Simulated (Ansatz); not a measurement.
The cluster Al3S3⁺. The state is a singlet with charge 1. Geometry r2SCAN-D4/def2-SVP; atoms count from 1.

```xyz
6

Al    0.537   -0.416   -0.252
Al   -1.905   -1.315    0.641
Al    0.602    2.326   -0.030
S     2.147    0.915   -0.771
S    -0.170   -2.447   -0.155
S    -1.211    0.938    0.567
```

The restricted singlet is unstable towards broken spin symmetry at other levels; at PBE0-D4/def2-TZVP this wasn't settled. The geometry of the singlet was relaxed on an unsound state (restricted singlet, unstable towards broken spin symmetry at other levels and untested here). At PBE0-D4/def2-TZVP a triplet of charge 1 lies 0.16 eV below the restricted singlet at the same geometry. The structure comes from a short search, and lower isomers may exist.

Estimate the Mulliken populations from the PBE0/def2-TZVP orbitals of Ansatz.


```
atom  charge (e)
 Al1        0.50
 Al2        0.47
 Al3        0.47
  S4       -0.11
  S5       -0.11
  S6       -0.22
```
Mulliken values and Mayer orders depend strongly on the basis.

And the Mayer bond orders between bonded heavy atoms (over 0.3)?

Al1–S4 1.25 (2.15 Å); Al1–S5 1.25 (2.15 Å); Al1–S6 0.80 (2.36 Å); Al2–S5 1.10 (2.22 Å); Al2–S6 0.78 (2.36 Å); Al3–S4 1.10 (2.22 Å); Al3–S6 0.78 (2.36 Å). Values over 0.3 also appear between atoms too far apart for a bond (Al2–Al3 0.53 at 4.47 Å); they arise where an orbital or an unpaired electron spreads over both atoms.
